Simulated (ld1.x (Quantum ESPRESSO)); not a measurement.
Ag TM: all-electron and pseudo phase curves

```
Element                 : silver
Generator               : ld1.x (Quantum ESPRESSO) 7.5
Type                    : norm-conserving Troullier–Martins (Kleinman–Bylander form)
Functional              : PBE
Relativity              : scalar-relativistic
Frozen core             : [Kr]
Valence charge          : 11
Reference configuration : 4d10 5s1 5p0
Partial waves           : 5s (bound): rc 2.05 bohr; 5p (bound, empty): rc 2.75 bohr; 4d (bound): rc 1.40 bohr; 4f channel at 0.25 Ry: rc 2.95 bohr
Local potential         : the f channel
Core correction         : a·sin(br)/r model core, default radius (core density twice the valence density)
```

The phase is arctan(r·u′/u) with u = r·R(r), unwrapped; energies in Ry, scanned from -3 to 5 Ry. A pole is an energy at which the radial function vanishes at the test radius. The pseudo phase is shifted by a multiple of π to meet the all-electron one at the reference energy, and phase errors are pseudo minus all-electron; the curves can meet again beyond the range given. Levels narrower than the energy grid can be missing from the lists of poles.

```
channel  radius (bohr)  reference energy (Ry)  poles, all-electron  poles, pseudo  unbroken range about the reference energy with phases within 0.05 rad  phase error 1 Ry above the reference energy (rad)
      s           3.22                  -0.32                 0.57     0.24, 0.73                                                              below 0.2                                             -3.102
      p           3.22                  -0.05                 1.44     1.28, 3.07                                                              below 1.5                                             -0.019
      d           3.22                  -0.55          -0.47, 3.13    -0.47, 2.88                                                              below 0.8                                             -0.015
      f           3.22                   0.25                 2.72           2.94                                                              below 1.5                                             +0.015
```

Phases in the p channel:

```csv
E (Ry),all-electron,pseudo
-3.00,1.383,1.382
-2.76,1.374,1.373
-2.52,1.363,1.362
-2.28,1.351,1.350
-2.04,1.336,1.335
-1.80,1.319,1.317
-1.56,1.296,1.295
-1.32,1.267,1.266
-1.08,1.228,1.226
-0.84,1.171,1.169
-0.60,1.079,1.077
-0.36,0.912,0.910
-0.12,0.541,0.540
0.12,-0.258,-0.260
0.36,-0.954,-0.963
0.60,-1.257,-1.269
0.84,-1.402,-1.419
1.08,-1.488,-1.511
1.32,-1.546,-1.581
1.56,-1.591,-1.647
1.80,-1.630,-1.732
2.04,-1.667,-1.920
2.28,-1.704,-3.241
2.52,-1.746,-4.451
2.76,-1.799,-4.623
3.00,-1.872,-4.697
3.24,-1.986,-4.745
3.48,-2.198,-4.785
3.72,-2.674,-4.823
3.96,-3.508,-4.865
4.20,-4.063,-4.917
4.44,-4.307,-4.989
4.68,-4.431,-5.105
4.92,-4.506,-5.333
```
